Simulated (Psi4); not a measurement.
C3H8N (SMILES [CH2]N(C)C), doublet, at a GFN2-xTB geometry; BP86/6-31G in Psi4 1.11.

Here is a job for Psi4.
```
memory 2 GB

molecule mol {
0 2
  N     0.001077    0.052527    0.222910
  C    -0.001197    1.432479    0.079403
  C     1.208708   -0.648419   -0.127111
  C    -1.208487   -0.651122   -0.114799
  H     0.919958    1.932558    0.313588
  H    -0.921034    1.930500    0.322966
  H     1.309303   -0.793595   -1.212227
  H     1.206468   -1.629783    0.351068
  H     2.069969   -0.085681    0.226858
  H    -1.319806   -0.796534   -1.198835
  H    -2.067353   -0.090307    0.247933
  H    -1.199182   -1.632473    0.363322
}

set basis 6-31g
set reference uks

energy('bp86')
print_variables()
```

Problem. Write the output that Psi4 gives for this input, abridged.

Solution. 
```
   => Loading Basis Set <=

    Name: 6-31G
    Role: ORBITAL
    Keyword: BASIS

         ---------------------------------------------------------
                                   SCF
               by Justin Turney, Rob Parrish, Andy Simmonett
                          and Daniel G. A. Smith
                              UKS Reference
         ---------------------------------------------------------

  ==> Geometry <==

    Molecular point group: c1
    Full point group: C1

    Geometry (in Angstrom), charge = 0, multiplicity = 2:

       Center              X                  Y                   Z               Mass
    ------------   -----------------  -----------------  -----------------  -----------------
         N            0.001048081226     0.032612276620     0.212896613760    14.003074004430
         C           -0.001225918774     1.412564276620     0.069389613760    12.000000000000
         C            1.208679081226    -0.668333723380    -0.137124386240    12.000000000000
         C           -1.208515918774    -0.671036723380    -0.124812386240    12.000000000000
         H            0.919929081226     1.912643276620     0.303574613760     1.007825032230
         H           -0.921062918774     1.910585276620     0.312952613760     1.007825032230
         H            1.309274081226    -0.813509723380    -1.222240386240     1.007825032230
         H            1.206439081226    -1.649697723380     0.341054613760     1.007825032230
         H            2.069940081226    -0.105595723380     0.216844613760     1.007825032230
         H           -1.319834918774    -0.816448723380    -1.208848386240     1.007825032230
         H           -2.067381918774    -0.110221723380     0.237919613760     1.007825032230
         H           -1.199210918774    -1.652387723380     0.353308613760     1.007825032230

  Running in c1 symmetry.

  Rotational constants: A =      0.31471  B =      0.30225  C =      0.16629 [cm^-1]
  Rotational constants: A =   9434.67440  B =   9061.19529  C =   4985.25144 [MHz]
  Nuclear repulsion =  131.017615844401092

  Charge       = 0
  Multiplicity = 2
  Electrons    = 33
  Nalpha       = 17
  Nbeta        = 16

  ==> Algorithm <==

  SCF Algorithm Type is DF.
  DIIS enabled.
  MOM disabled.
  Fractional occupation disabled.
  Guess Type is SAD.
  Energy threshold   = 1.00e-06
  Density threshold  = 1.00e-06
  Integral threshold = 1.00e-12

  ==> Primary Basis <==

  Basis Set: 6-31G
    Blend: 6-31G
[...]
      Ntotal   =   32.9999869603 ; deviation = -1.304e-05

   @Spin Contamination Metric:   1.652244189E-03
   @S^2 Expected:                7.500000000E-01
   @S^2 Observed:                7.516522442E-01
   @S   Expected:                5.000000000E-01
   @S   Observed:                5.000000000E-01

    Orbital Energies [Eh]
    ---------------------

    Alpha Occupied:

[...]
    Alpha Virtual:

[...]
    Beta Occupied:

[...]
      16A     -0.214861

    Beta Virtual:

[...]
    Final Occupation by Irrep:
              A
    DOCC [    16 ]
    SOCC [     1 ]
    NA   [    17 ]
    NB   [    16 ]

  @DF-UKS Final Energy:  -173.76140038817670

   => Energetics <=

    Nuclear Repulsion Energy =            131.0176158444010923
    One-Electron Energy =                -492.0371161033914404
    Two-Electron Energy =                 213.4417979833158370
    DFT Exchange-Correlation Energy =     -26.1836981125022241
    Empirical Dispersion Energy =           0.0000000000000000
    VV10 Nonlocal Energy =                  0.0000000000000000
    Total Energy =                       -173.7614003881766962

  UHF NO Occupations:
  HONO-2 :   15  A 1.9997874
  HONO-1 :   16  A 1.9996145
  HONO-0 :   17  A 1.0000000
  LUNO+0 :   18  A 0.0003855
  LUNO+1 :   19  A 0.0002126
  LUNO+2 :   20  A 0.0001161
  LUNO+3 :   21  A 0.0000535

Computation Completed

Properties will be evaluated at   0.000000,   0.000000,   0.000000 [a0]

Properties computed using the SCF density matrix

 Multipole Moments:

 ------------------------------------------------------------------------------------
     Multipole            Electronic (a.u.)      Nuclear  (a.u.)        Total (a.u.)
 ------------------------------------------------------------------------------------

 L = 1.  Multiply by 2.5417464519 to convert [e a0] to [Debye]
 Dipole X            :          0.0023207           -0.0017921            0.0005286
 Dipole Y            :          0.7703352           -1.2418975           -0.4715623
 Dipole Z            :          0.6248068           -0.6244425            0.0003643
 Magnitude           :                                                    0.4715627

 ------------------------------------------------------------------------------------

  Variable Map:
  ----------------------------------------------------------------------------
[...]
  Array Variable Map:
  ----------------------------------------------------------------------------
[...]
[...]
```
